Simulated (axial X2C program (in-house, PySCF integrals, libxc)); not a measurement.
**GaHf: from the spin-free to the two-component result**

Calculated with an in-house all-electron X2C program for linear molecules (integrals from PySCF). Spin-free means the one-electron spin-free X2C Hamiltonian; two-component (2c) means X2C with spin–orbit coupling and atomic mean-field two-electron Coulomb and Gaunt terms, so the difference of the two also holds small scalar two-electron terms. Basis: Hf dyall-cv3z [13s14p9d7f4g], Ga dyall-cv3z [9s9p7d4f1g] (cores contracted in-house); Gaussian nuclei, density fitting, unrestricted open shells. Masses: Hf 179.947 u, Ga 68.926 u.

Spin-free state: M_S = 3/2, Λ = 0 (beyond evenly filled blocks: σα, π+α, π-α); fragments Hf + Ga.

```tsv
level	Re (Å)	ωe (cm⁻¹)	De (eV)	μ (D)
PBE0	2.619	196.5	1.841	-1.61
```

Dipoles are positive if Ga is the positive end.

Two-component determinant lowest at the distance of the search:

Ω = 3/2 (⟨Sz⟩ = 1.47, ⟨Lz⟩ = 0.03 at PBE0); fragments Hf + Ga.

```csv
level,Re (Å),ωe (cm⁻¹),μ (D)
PBE0,2.620,195.4,-1.57
```

(1) From the two tables, how do the constants change at the PBE0 level (2c against spin-free)?

The state is one determinant whose occupation by symmetry is held fixed; it was picked as the lowest of a PBE0 search that is not exhaustive. Dissociation energies refer to the lowest single-determinant-based atoms at the same level and basis. De is not given where an atomic determinant may have missed its ground term or J level, or where the truncated virtual space spoils (T). Density functionals use the spin component along the axis (collinear). PBE0 can misorder states that lie within some tenths of an eV, so this need not be the ground state of the molecule. The nearest other spin-free determinant of the search, M_S = 1/2, Λ = 0, lies 0.29 eV up at the distance of the search. The functionals have no current-density term, which raises determinants with orbital currents, atoms included. With several unpaired electrons one determinant need not be a pure state. This is the top spin component of a Σ state; components of lower Ω are not single determinants and can lie lower.

## Answers

(1) At the PBE0 level Re goes up by 0.001 Å and ωe decreases by 1.1 cm⁻¹.
